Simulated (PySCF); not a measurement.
C₂HF₅, charge -1, doublet, at the geometry of the source list (a state made from the parent by changing its charge; the spin is typed, not shown lowest) (in this run its highest filled SCF level lies above zero, so its values depend strongly on the basis, on diffuse functions most of all). Base run: DF-PBE/6-31G (PySCF).

Here is a job for PySCF.
```python
from pyscf import gto, scf, dft

mol = gto.Mole()
mol.atom = '''
    F     1.10220000   -1.19930000    0.67480000
    C     0.77990000   -0.12100000   -0.05470000
    F     1.41890000    0.93700000    0.46610000
    C    -0.74820000    0.11140000    0.00470000
    F    -1.19280000    0.29790000    1.23880000
    F    -1.07750000    1.18140000   -0.72060000
    F    -1.39140000   -0.93590000   -0.51370000
    H     1.10880000   -0.27150000   -1.09550000
'''
mol.basis = '6-31g'
mol.charge = -1
mol.spin = 1
mol.verbose = 4
mol.build()

mf = dft.UKS(mol)
mf.xc = 'pbe'
mf = mf.density_fit(auxbasis='def2-universal-jkfit')
mf.kernel()
mf.analyze()
```

Variants of this job, named by their change:

```tsv
change	basis functions	E (Eh)	HOMO (eV)	core-seconds (rough)
base	65	-575.15354	7.76	20
basis = STO-3G	36	-566.82427	15.54	10
basis = 3-21G	65	-572.11414	8.93	20
basis = LANL2DZ	65	-575.33119	7.03	20
basis = def2-SVP	103	-574.88973	6.94	20
basis = 6-31+G*	128	-575.45161	2.82	30
basis = 6-311++G**	161	-575.63267	2.10	30
basis = def2-SVPD	163	-575.02394	3.19	40
basis = aug-cc-pVDZ	170	-575.53571	1.67	40
basis = aug-pcseg-1	170	-575.38852	1.43	50
basis = cc-pVTZ	224	-575.58350	5.68	50
basis = pc-2	224	-575.66279	4.36	50
basis = def2-TZVPP	231	-575.62123	5.52	50
```

Totals compare only among sets that treat the same electrons; sets with core potentials leave the core out.

Open shells are given as the SCF converged; they aren't shown to be the lowest states, and a large step between rows can be another state.
